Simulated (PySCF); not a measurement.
The third ionisation energy along the second row

Calculated with PySCF 2.14 from differences of total energies of unrestricted determinants, without spin-orbit coupling. Values in eV. The last column holds reference values (NIST; (s) semi-empirical, (t) theoretical, else measured). Unmarked ones compare directly (S terms, centres of terms, or small fine structure); those marked * lie between the lowest fine-structure levels and include a spin-orbit shift.

```
                         element               configurations    PBE0  MP2 (valence and next inner shell)  SCS-MP2 (valence and next inner shell)  CCSD (valence and next inner shell)  CCSD (valence)  CCSD(T) (valence)     reference
 B (x2c-QZVPPall, spin-free X2C)               [He] 2s1 → 1s2  38.241                              37.862                                  37.860                               37.868             n/a                n/a        37.931
 N (x2c-QZVPPall, spin-free X2C)      [He] 2s2 2p1 → [He] 2s2  48.007                              47.567                                  47.510                               47.331          47.275             47.306  47.445 (s) *
 O (x2c-QZVPPall, spin-free X2C)  [He] 2s2 2p2 → [He] 2s2 2p1  55.305                              55.075                                  54.916                               54.865          54.820             54.832  54.936 (s) *
 F (x2c-QZVPPall, spin-free X2C)  [He] 2s2 2p3 → [He] 2s2 2p2  62.929                              62.920                                  62.640                               62.700          62.663             62.666  62.708 (s) *
Ne (x2c-QZVPPall, spin-free X2C)  [He] 2s2 2p4 → [He] 2s2 2p3  63.732                              63.167                                  63.283                               63.202          63.183             63.202      63.423 *
```

Problem. Fill in the row of C (x2c-QZVPPall, spin-free X2C) ([He] 2s2 → [He] 2s1).

Solution. PBE0 47.061; MP2 (valence and next inner shell) 47.051; SCS-MP2 (valence and next inner shell) 47.293; CCSD (valence and next inner shell) 47.806; CCSD (valence) 47.814; CCSD(T) (valence) 47.814; reference 47.888 (eV).

"Valence" correlates the outer s and p shells and, in groups 3 to 12 and the f block, the outer d or f shell, open or full, or the next shell where the ion has no valence electron left; the wider scheme adds the next inner shell.
